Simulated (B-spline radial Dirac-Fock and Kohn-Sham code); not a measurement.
## Run log: Mn⁵⁺

ΔSCF core binding energies without Breit or QED terms, calculated with a radial finite-basis atomic code. Keys: rel is the Hamiltonian (dirac, or spin-free x2c and nr, where L3 and M5 stand for the whole 2p and 3d shells), method is hf or an exchange,correlation pair (spin-unpolarised, also for the hole states), nuc the nuclear model, radius_factor scales its radius, rmax is the box in bohr, h the logarithmic mesh step, order the B-spline order, points the quadrature points per cell, c_factor scales the speed of light, and damp, ndamp, maxit and tol steer the iteration. The run stops when the commutator error falls below 10·tol·max(1, Z/10), or the numerical noise floor, and the energy has settled to about 1e-8 Ha; the virial ratio is −V/T.

Input (task.json):

```json
{"items": [{"Z": 25, "q": 5, "cfg": [[1, 0, 2], [2, 0, 2], [2, 1, 6], [3, 0, 2], [3, 1, 6], [3, 2, 2]], "A": 55, "rrms": 3.7057, "do": "settings", "holes": ["K", "L3", "M5"],
  "settings": [{"rel": "dirac", "method": "hf", "nuc": "fermi", "radius_factor": 1.0, "rmax": 45.0, "h": 0.3, "order": 8, "points": 10, "c_factor": 1.0, "maxit": 95, "damp": 0.5, "ndamp": 3, "tol": 1e-14}]}]}
```

Command: `python xray2_run.py task.json out`

Ground-state iterations:

```
iter   energy (Ha)        error
   1    -1141.04594470  9.74e-01
   2    -1150.10301046  3.09e-01
   3    -1150.93642547  1.14e-01
   4    -1151.05221187  4.13e-02
   5    -1151.06814361  1.17e-02
   6    -1151.06968573  7.14e-04
   7    -1151.06968884  3.42e-05
   8    -1151.06968887  5.74e-06
   9    -1151.06968887  2.69e-07
  10    -1151.06968887  1.47e-08
```

The ground state converged in 10 iterations, with total energy -1151.06969 Ha, virial ratio 1.98655 and highest orbital energy -94.42 eV. ΔSCF binding energies: K (1s) 6653.2 eV, L3 (2p3/2) 748.9 eV. Holes are computed only in closed shells, and unreliable hole states are left out.

One setting is outside the advised range (tolerance below the noise), but here it does no visible harm: the result matches the run with default settings.
